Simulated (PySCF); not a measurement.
Simulated absorption spectrum

Species: C2H8OSi2.
SMILES: `CC(=O)[SiH2][SiH3]`

Computed with PySCF 2.14.0, density-fitted response routines, TDDFT CAM-B3LYP/def2-SVPD, vertical, gas phase, core orbitals frozen in the response. Geometry: GFN2-xTB, one conformer, isolated molecule. Torsions of this conformer, `[CH3:1][C:2](=[O:3])[SiH2:4][SiH3:5]`: C1–C2–Si4–Si5 -105°.

Computed states:

| state | E (eV) | f |
| --- | --- | --- |
| S1 | 3.53 | 0.0035 |
| S2 | 6.12 | 0.0086 |
| S3 | 6.42 | 0.0019 |
| S4 | 6.81 | 0.022 |
| S5 | 6.97 | 0.141 |
| S6 | 7.01 | 0.155 |
| S7 | 7.47 | 0.0019 |
| S8 | 7.63 | 0.030 |

Broadening: Gaussians 0.3 eV wide at half height, area fixed by f = 4.319×10⁻⁹ ∫ε dν̃. The width is an assumption, not a result. The curve ends short of the highest state used, and states not computed would add to its high-energy end.

Question: What does the envelope look like, and where are its maxima?

Answer: 
(E (eV), ε (L mol⁻¹ cm⁻¹)): (3.08, 1), (3.25, 27), (3.43, 227), (3.60, 273), (3.77, 55), (3.94, 2), (4.11, 0), (4.28, 0), (4.46, 0), (4.63, 0), (4.80, 0), (4.97, 0), (5.14, 0), (5.31, 0), (5.49, 0), (5.66, 1), (5.83, 58), (6.00, 498), (6.17, 743), (6.34, 317), (6.52, 314), (6.69, 3120), (6.86, 17965), (7.03, 25284)

Maxima: 351 nm (3.53 eV), ε about 310, made up of S1 (100%); 202 nm (6.12 eV), ε about 790, made up of S2 (99%); 178 nm (6.98 eV), ε about 27000, made up of S5 (46%) and S6 (51%) (ε in L mol⁻¹ cm⁻¹; maxima over ε = 5, shares over 10%).

Question: Coming from long wavelengths, where does ε first pass 100 L mol⁻¹ cm⁻¹?

Answer: At about 371 nm (3.34 eV), 0.19 eV below S1.

Question: On this curve, what absorbance would a 10⁻³ mol/L sample give at 355 nm over a 1 cm path?

Answer: 355 nm is 3.493 eV, where ε is about 300 L mol⁻¹ cm⁻¹, so A = ε c l ≈ 0.3 (Beer–Lambert, with the gas-phase spectrum and the assumed width).

Question: Does any computed singlet lie in the visible range?

Answer: No computed singlet lies in the visible range (380 to 750 nm); the lowest, at 351 nm, stands 0.27 eV above its violet end (3.26 eV); a Tamm–Dancoff triplet lies at 427 nm, without intensity as long as spin–orbit coupling is left out.
